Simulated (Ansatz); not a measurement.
Input for Ansatz (an electronic-structure program): R-wB97X-V/def2-TZVPP on ScF, 2S+1 = 1, a spin state set in the input, which need not be the lowest, a point of a bond scan (R = 1.787 Å).

Ansatz 0.2 input:
```yaml
crystal:
  periodic: [false, false, false]
  atoms:
    - {symbol: Sc, position_ang: [0.00000000, 0.00000000, 0.00000000]}
    - {symbol: F, position_ang: [0.00000000, 0.00000000, 1.78661100]}
basis:
  gaussian:
    orbitals: def2-TZVPP
    pivot_positions_ang: [[0.00000000, 0.00000000, 0.00000000], [0.00000000, 0.00000000, 1.78661100]]
hamiltonian:
  xc: {name: wB97X-V}
output: {forces: true, orbitals: {seedname: ./end}}
```

Program output:

```
WARN ansatz: RAYON_NUM_THREADS=2 ignored (pool sized by the plan → 2); use --threads N
Functional definition: wB97X-V
integrals: 0.04 GiB planned
674 factors; their error is unknown
integrals: 0.07 GiB planned
160 factors; integrals over basis functions are off by at most 2.3e-5 eV
mean field: 0.38 GiB planned
mean field evaluation 1: about -23410.2722 eV, gradient 4.4e1 eV
mean field evaluation 2: about -23400.3091 eV, gradient 9.8e1 eV
mean field evaluation 4: about -23414.0884 eV, gradient 2.4e0 eV
mean field evaluation 8: about -23414.1367 eV, gradient 1.1e-1 eV
mean field evaluation 16: about -23414.1956 eV, gradient 1.4e-4 eV
mean field -23414.19559501 eV, -860.4558174047 hartree, gradient 5.9e-6 eV, S^2 0.000000; 1 other end points of the search recorded, 0 dependent functions left out
the calculation of the forces begins
reference -23414.19559310 eV, -860.4558173345 hartree; 15, 15 occupied and 80, 80 virtual orbitals, 674 factors
Total energy: -23414.19559310 eV, -860.4558173345 hartree
Atom 0 at     0.000000     0.000000     0.000000 Å, force    -0.000000    -0.000000    -0.178767 eV/Å
Atom 1 at     0.000000     0.000000     1.786611 Å, force    -0.000000     0.000000     0.178767 eV/Å
Dipole moment:    -0.000000     0.000000    -0.429289 e Å
```

The calculation finished and met its thresholds.

Cost: roughly 17 core-seconds.
